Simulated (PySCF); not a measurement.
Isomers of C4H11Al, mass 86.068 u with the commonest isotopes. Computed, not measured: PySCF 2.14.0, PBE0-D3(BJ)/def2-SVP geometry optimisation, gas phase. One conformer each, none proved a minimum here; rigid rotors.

**Question.** Order these by rotational constant A, smallest first.
A. AlEt2H (`C[CH2][AlH][CH2]C`)
B. AlH2(iBu) (`[H][Al]([H])[CH2]C(C)C`)
C. `C[C](C)(C)[AlH2]`

**Answer.** C (4413 MHz), B (5397 MHz), A (7883 MHz).

**Question.** Order these by out-of-plane moment Σ m c² = (Ia + Ib − Ic)/2, smallest first.
A. AlEt2H (`C[CH2][AlH][CH2]C`)
B. AlH2(iBu), `[H][Al]([H])[CH2]C(C)C`
C. `C[C](C)(C)[AlH2]`

**Answer.** A (6.21 u·Å²), B (34.16 u·Å²), C (55.09 u·Å²).

**Question.** Order these by rotational constant B, largest first.
A. AlEt2H, `[H][Al]([CH2]C)[CH2]C`
B. `C[C](C)(C)[AlH2]`
C. `[H][Al]([H])[CH2]C(C)C` (AlH2(iBu))

**Answer.** B (2800 MHz), C (2397 MHz), A (1709 MHz).

```csv
SMILES,point group,Ia (u·Å²),Ib (u·Å²),Ic (u·Å²),κ,μa (D),μb (D),μc (D)
[H][Al]([CH2]C)[CH2]C,near Cs,64.11,295.66,347.35,-0.92,0.28,0.60,0.00
[H][Al]([H])[CH2]C(C)C,near Cs,93.64,210.80,236.13,-0.84,0.98,0.01,0.67
C[C](C)(C)[AlH2],–,114.53,180.48,184.83,-0.92,0.65,0.01,0.02
```
